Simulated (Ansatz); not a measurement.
Consider the ligand exchange at a B–O bond: `OB(O)[O][GeH3]` + `C=CCO` → `C=CCOB(O)O` + `[OH][GeH3]`.

Calculated with Ansatz (gas phase, PBE0-D4/def2-TZVP geometries, no zero-point term in ΔE). CBS: MP2 limit from def2 TZ/QZ plus the TZ coupled-cluster correction, frozen cores. Functionals use def2-TZVPP. B3LYP here is the variant with VWN-RPA as its local correlation; programs differ in this. For Ge outer-core shells are correlated without core-valence functions, which leaves a few kJ/mol of doubt a bond. Scalar relativity is left out up to krypton. One conformer a species, not always the lowest.

```
             level  ΔE (kJ/mol)
         r2SCAN-D4         12.2
          B3LYP-D4         11.9
           ωB97X-V         12.1
     HF/def2-TZVPP         14.3
SCS-MP2/def2-TZVPP         13.1
   CCSD/def2-TZVPP         13.6
     HF/def2-QZVPP         13.9
     MP2/CBS(def2)         11.7
```

Q: What does CCSD(T)/CBS give? (An estimate is asked.)

A: Computed: +12.2 kJ/mol. The listed levels differ from it by 0.0, -0.3, -0.1, 2.1, 0.9, 1.4, 1.7, -0.5 kJ/mol.

Largest T1 diagnostic among the species: 0.012.
